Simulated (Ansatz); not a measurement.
Program: Ansatz. Geometries: PBE0-D4/def2-TZVP. ΔE: electronic, gas phase. CBS: MP2 limit from def2 TZ/QZ plus the TZ coupled-cluster correction, frozen cores. Functionals use def2-TZVPP. For Br outer-core shells are correlated without core-valence functions, which leaves a few kJ/mol of doubt a bond. Scalar relativity is left out up to krypton.

`CC(C)=CC(C)(C)C` + HBr → `CC(C)=CBr` + `CC(C)C`  (substitution at a C–C bond)

```json
{"level": "revPBE-D4", "ΔE (kcal/mol)": "0.2", "difference from CCSD(T)/CBS": "-1.0"}
{"level": "PBE0-D4", "ΔE (kcal/mol)": "-0.3", "difference from CCSD(T)/CBS": "-1.5"}
{"level": "PBE", "ΔE (kcal/mol)": "-3.7", "difference from CCSD(T)/CBS": "-4.9"}
{"level": "BLYP", "ΔE (kcal/mol)": "-5.6", "difference from CCSD(T)/CBS": "-6.8"}
{"level": "PBE0", "ΔE (kcal/mol)": "-2.5", "difference from CCSD(T)/CBS": "-3.7"}
{"level": "r2SCAN0", "ΔE (kcal/mol)": "-1.2", "difference from CCSD(T)/CBS": "-2.4"}
{"level": "CCSD/def2-SVP", "ΔE (kcal/mol)": "4.5", "difference from CCSD(T)/CBS": "3.3"}
{"level": "SCS-MP2/def2-TZVPP", "ΔE (kcal/mol)": "0.7", "difference from CCSD(T)/CBS": "-0.5"}
{"level": "MP2/CBS(def2)", "ΔE (kcal/mol)": "1.3", "difference from CCSD(T)/CBS": "0.1"}
{"level": "CCSD/CBS(def2)", "ΔE (kcal/mol)": "0.7", "difference from CCSD(T)/CBS": "-0.5"}
{"level": "CCSD(T)/CBS", "ΔE (kcal/mol)": "1.2", "difference from CCSD(T)/CBS": "0"}
```

Largest T1 diagnostic among the species: 0.009.

At CCSD(T), def2-SVP lies +3.8 kcal/mol from the extrapolated value and def2-TZVPP +0.4 kcal/mol. In def2-TZVPP, CCSD(T) changes the Hartree–Fock value by +5.0 kcal/mol (the triples alone add +0.5 kcal/mol) and MP2 by +5.1 kcal/mol.
